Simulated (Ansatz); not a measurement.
Reaction (atomization): `C#[C][GaH][Cl]` → 2 C• + Cl• + Ga• + 2 H•

Computed with Ansatz on PBE0-D4/def2-TZVP structures; ΔE is electronic, products minus reactants. CCSD(T)/CBS is the MP2 limit (def2-TZVPP, def2-QZVPP) plus CCSD(T) − MP2 in def2-TZVPP, frozen cores. This one scheme is used for every species, atoms too. Functionals use def2-TZVPP. HSE06 is defined as in plane-wave codes. No spin–orbit coupling; open shells (•) take unrestricted orbitals. Spin–orbit coupling would lower the free atoms: a little for C, Cl; clearly for Ga. Bonds to Ga are less sure, by a few kJ/mol each and by 10 to 20 or more in all where they break to atoms, as the def2 sets lack core-valence functions. Scalar relativity is left out up to krypton.

| level | ΔE (eV) |
| --- | --- |
| HSE06-D4 | 22.75 |
| CCSD/def2-SVP | 21.23 |
| CCSD/def2-TZVPP | 21.73 |
| MP2/CBS(def2) | 23.51 |

Question: What does CCSD(T)/CBS give? (Best estimate.)

Answer: Ansatz gave: +22.72 eV. The listed levels differ from it by 0.03, -1.49, -0.99, 0.79 eV.

Largest T1 diagnostic among the species: 0.013.

From r2SCAN to r2SCAN0 (25 % exact exchange), in def2-TZVPP and without D4, ΔE moves by −0.46 eV: exact exchange takes away binding that semilocal exchange gives to molecules. Leaving LDA and LC-ωPBE aside and taking each functional with its dispersion term where it has one, the values, not all of them listed here, spread over 1.45 eV, from BHLYP-D4 to PBE-D4. LDA lies +2.92 eV from PBE without D4, its usual overbinding. The D4 term adds +0.22 eV with B3LYP and +0.12 eV with PBE0; it sums over pairs of atoms, weighted by their polarisabilities, and B3LYP, whose exchange is more repulsive, gets the larger term.

B3LYP here is the variant with VWN-RPA as its local correlation; programs differ in this.

For atomizations the MP2-based limit and the directly extrapolated one differ by several kJ/mol either way, and by 10 to 25 for some Ge, Se and Sn compounds, so smaller differences from it don't rank the levels.
